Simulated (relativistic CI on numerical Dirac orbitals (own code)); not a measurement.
What each ingredient does to the levels of La10+

Base calculation: Dirac-Coulomb-Breit CI, separate exchange-only KLI orbitals for each configuration, a model potential for QED, unscaled Slater integrals.

Configuration list (outside the closed core [Kr]): 4d¹⁰5s, 4d¹⁰5p, 4d¹⁰4f, 4d¹⁰5d, 4d¹⁰5f, 4d¹⁰5g, 4d⁹5s4f, 4d¹⁰6s, 4d⁹5s², 4d¹⁰6p, 4d¹⁰6d, 4d⁹5s5p, 4d¹⁰7s, 4d¹⁰7p, 4d¹⁰6f, 4d¹⁰7d, 4d¹⁰8s, 4d⁹5s5d, 4d¹⁰9s, 4d⁹5s6s. Double excitations out of closed p, d and f shells are left out; levels of such configurations are missing from the list, as are those of other unlisted configurations, and high levels can miss mixing partners.

The lowest level and the first level of each name with at least 55 % of one term (blank where a level has no safe partner in the second run):

```csv
Level,Base (cm⁻¹),Shift (cm⁻¹)
4d¹⁰5s ²S1/2,0,0
4d¹⁰5p ²P°1/2,145056,+795
4d¹⁰5p ²P°3/2,176367,+766
4d¹⁰4f ²F°5/2,187449,+16
4d¹⁰4f ²F°7/2,189366,+16
4d¹⁰5d ²D3/2,413641,+21
4d¹⁰5d ²D5/2,418985,+23
4d¹⁰6s ²S1/2,585324,+63
4d¹⁰6p ²P°1/2,650506,+190
4d¹⁰6p ²P°3/2,663709,+213
4d¹⁰5f ²F°5/2,676012,+20
4d¹⁰5f ²F°7/2,676885,+20
4d⁹5s² ²D5/2,693147,+89
4d⁹5s² ²D3/2,717464,+66
4d¹⁰6d ²D3/2,772881,-11
4d¹⁰6d ²D5/2,775367,-7
4d⁹5s4f ⁴P°1/2,802641,+4805
4d⁹5s4f ⁴P°3/2,806541,+4681
4d⁹5s5p ⁴P°5/2,808406,+2666
4d¹⁰5g ²G9/2,809126,+15
4d¹⁰5g ²G7/2,809168,+15
4d⁹5s4f ⁴P°5/2,814343,+4315
```

At this charge transitions that keep the count of f electrons are usually good to a few per cent. Levels and lines within the n = 5 or 6 shells can be off by up to 10 % or somewhat more, and those that change n by about 2 %, since core polarisation is missing. Levels that differ in their count of f electrons can be misplaced by several ten thousand cm⁻¹, since the correlation energy of f electrons is missing or only estimated; rates across such gaps can be off by orders of magnitude.

(1) One thing was changed in a second run, which moved the levels as shown. Which?
A. one mean potential for all configurations
B. QED terms removed
C. valence Slater integrals scaled by 0.9
D. Breit term removed
E. configuration mixing switched off

Results:

(1) C. Valence Slater integrals scaled by 0.9. Scaling acts on the splittings between terms and on the mixing, and leaves the fine structure of pure LS terms nearly alone; in jj coupling it moves the levels of one term differently.

LS names give the leading component of a level, which can be under half, so a name can repeat, a term be missing and a line seem to break the LS rules.
